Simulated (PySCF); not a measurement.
C2H2F3, SMILES FC[C](F)F (connectivity only; charge and spin as stated), charge +1, multiplicity 1.

Geometry optimised at PBE-D3(BJ)/def2-SVP. The spin state was assumed, not searched. The isomer is the one that the SMILES or the coordinates give; other isomers of the formula were not compared. The values are those of a single conformer.

Level of theory: PySCF 2.14.0 with PBE-D3(BJ)/def2-SVP.

No scaling factor is applied to the harmonic values.

Question: Estimate the vibrational spectrum. (An estimate is asked for; the answer gives what the named calculation found.)

Answer: 
```json
[
 {"mode": "1", "ν (cm⁻¹)": "133", "IR (km/mol)": "21.3", "moving atoms (share of kinetic energy)": "F 46 %, H 34 %, C 20 %"},
 {"mode": "2", "ν (cm⁻¹)": "223", "IR (km/mol)": "6.8", "moving atoms (share of kinetic energy)": "F 90 %, C 8 %"},
 {"mode": "3", "ν (cm⁻¹)": "443", "IR (km/mol)": "2.6", "moving atoms (share of kinetic energy)": "C 48 %, H 38 %, F 14 %"},
 {"mode": "4", "ν (cm⁻¹)": "470", "IR (km/mol)": "3.1", "moving atoms (share of kinetic energy)": "F 81 %, C 16 %"},
 {"mode": "5", "ν (cm⁻¹)": "619", "IR (km/mol)": "11.4", "moving atoms (share of kinetic energy)": "F 61 %, C 35 %"},
 {"mode": "6", "ν (cm⁻¹)": "862", "IR (km/mol)": "0.5", "moving atoms (share of kinetic energy)": "F 50 %, C 40 %, H 10 %"},
 {"mode": "7", "ν (cm⁻¹)": "928", "IR (km/mol)": "11.9", "moving atoms (share of kinetic energy)": "C 67 %, H 28 %"},
 {"mode": "8", "ν (cm⁻¹)": "1183", "IR (km/mol)": "90.1", "moving atoms (share of kinetic energy)": "F 36 %, C 33 %, H 31 %"},
 {"mode": "9", "ν (cm⁻¹)": "1185", "IR (km/mol)": "0.0", "moving atoms (share of kinetic energy)": "H 92 %"},
 {"mode": "10", "ν (cm⁻¹)": "1254", "IR (km/mol)": "112.1", "moving atoms (share of kinetic energy)": "H 85 %, C 13 %"},
 {"mode": "11", "ν (cm⁻¹)": "1305", "IR (km/mol)": "123.7", "moving atoms (share of kinetic energy)": "H 52 %, C 37 %, F 11 %"},
 {"mode": "12", "ν (cm⁻¹)": "1501", "IR (km/mol)": "198.3", "moving atoms (share of kinetic energy)": "C 73 %, F 18 %, H 9 %"},
 {"mode": "13", "ν (cm⁻¹)": "1556", "IR (km/mol)": "280.4", "moving atoms (share of kinetic energy)": "C 72 %, F 26 %"},
 {"mode": "14", "ν (cm⁻¹)": "2869", "IR (km/mol)": "96.7", "moving atoms (share of kinetic energy)": "H 94 %"},
 {"mode": "15", "ν (cm⁻¹)": "2890", "IR (km/mol)": "42.3", "moving atoms (share of kinetic energy)": "H 91 %, C 9 %"}
]
```
